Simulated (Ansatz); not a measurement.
Ansatz (a quantum-chemistry and plane-wave program) input for HgI, SMILES [I][Hg] (connectivity only; charge and spin as stated), neutral, multiplicity 2, PBE-D3(BJ)/def2-TZVP. 

Ansatz 0.2 input:
```yaml
crystal:
  periodic: [false, false, false]
  atoms:
    - {symbol: Hg, position_ang: [0.00000000, 0.00000000, -1.09849763]}
    - {symbol: I, position_ang: [0.00000000, 0.00000000, 1.65810962]}
basis:
  gaussian:
    orbitals: def2-TZVP
hamiltonian:
  xc: pbe
  dispersion: d3bj
magnetization: {spin_polarized: true, initial_magnetization: 1}
relax: {f_tol: 0.002, max_steps: 200}
```

Program output:

```
WARN ansatz: RAYON_NUM_THREADS=1 ignored (pool sized by the plan → 1); use --threads N
Functional definition: PBE
integrals: 0.03 GiB planned
757 factors; their error is unknown
mean field: 0.27 GiB planned
mean field evaluation 1: about -12277.8228 eV, gradient 1.3e1 eV
mean field evaluation 2: about -12268.1409 eV, gradient 3.8e1 eV
mean field evaluation 4: about -12279.0297 eV, gradient 2.4e0 eV
mean field evaluation 8: about -12279.0465 eV, gradient 1.0e-1 eV
mean field evaluation 16: about -12276.7432 eV, gradient 1.1e1 eV
mean field -12279.04654383 eV, -451.2466374491 hartree, gradient 5.1e-5 eV, S^2 0.752681; 3 other end points of the search recorded, 0 dependent functions left out
the calculation of the forces begins
reference -12279.04657683 eV, -451.2466386618 hartree; 23, 22 occupied and 70, 71 virtual orbitals, 757 factors
relax step   1: F+E_penalty+E_count = -12279.09024551 eV  Δ(F+E_penalty+E_count) = +0.000e0 eV  max|allowed force component| = 1.851e-1 eV/Å  Δτ_max = 0.0000 Å  (82 SCF iters, accepted)
these checks for a lower state are left out or cut short: starts, cluster_reference, orbital_swaps, neighbouring_geometries, increment
integrals: 0.03 GiB planned
757 factors; their error is unknown
mean field: 0.27 GiB planned
mean field evaluation 32: about -12279.0568 eV, gradient 1.5e0 eV
mean field -12279.04991418 eV, -451.2467613072 hartree, gradient 4.9e-6 eV, S^2 0.752714; 0 other end points of the search recorded, 0 dependent functions left out
the calculation of the forces begins
reference -12279.04994717 eV, -451.2467625195 hartree; 23, 22 occupied and 70, 71 virtual orbitals, 757 factors
relax step   2: F+E_penalty+E_count = -12279.09356684 eV  Δ(F+E_penalty+E_count) = -3.321e-3 eV  max|allowed force component| = 6.284e-2 eV/Å  Δτ_max = 0.0135 Å  (35 SCF iters, accepted)
these checks for a lower state are left out or cut short: starts, cluster_reference, orbital_swaps, neighbouring_geometries, increment
integrals: 0.03 GiB planned
757 factors; their error is unknown
mean field: 0.27 GiB planned
mean field -12279.05041287 eV, -451.2467796338 hartree, gradient 5.8e-6 eV, S^2 0.752730; 0 other end points of the search recorded, 0 dependent functions left out
the calculation of the forces begins
reference -12279.05044585 eV, -451.2467808456 hartree; 23, 22 occupied and 70, 71 virtual orbitals, 757 factors
relax step   3: F+E_penalty+E_count = -12279.09404130 eV  Δ(F+E_penalty+E_count) = -4.745e-4 eV  max|allowed force component| = 5.981e-3 eV/Å  Δτ_max = 0.0070 Å  (34 SCF iters, accepted)
these checks for a lower state are left out or cut short: starts, cluster_reference, orbital_swaps, neighbouring_geometries, increment
integrals: 0.03 GiB planned
757 factors; their error is unknown
mean field: 0.27 GiB planned
mean field -12279.05041999 eV, -451.2467798954 hartree, gradient 6.4e-5 eV, S^2 0.752732; 0 other end points of the search recorded, 0 dependent functions left out
the calculation of the forces begins
reference -12279.05045297 eV, -451.2467811072 hartree; 23, 22 occupied and 70, 71 virtual orbitals, 757 factors
relax step   4: F+E_penalty+E_count = -12279.09404584 eV  Δ(F+E_penalty+E_count) = -4.544e-6 eV  max|allowed force component| = 5.703e-5 eV/Å  Δτ_max = 0.0008 Å  (23 SCF iters, accepted)
integrals: 0.03 GiB planned
757 factors; their error is unknown
mean field: 0.27 GiB planned
mean field evaluation 64: about -12279.0504 eV, gradient 2.0e-3 eV
mean field -12279.05041999 eV, -451.2467798954 hartree, gradient 6.4e-5 eV, S^2 0.752732; 4 other end points of the search recorded, 0 dependent functions left out
the calculation of the forces begins
reference -12279.05045297 eV, -451.2467811072 hartree; 23, 22 occupied and 70, 71 virtual orbitals, 757 factors
Total energy: -12279.09407882 eV, -451.2483843278 hartree
Atom 0 at    -0.000000    -0.000000    -1.119750 Å, force     0.000000     0.000000    -0.000057 eV/Å
Atom 1 at     0.000000     0.000000     1.679362 Å, force    -0.000000    -0.000000     0.000057 eV/Å
Dipole moment:     0.000000     0.000000    -0.427980 e Å
```

The run converged.

Cost: roughly 8 core-seconds.
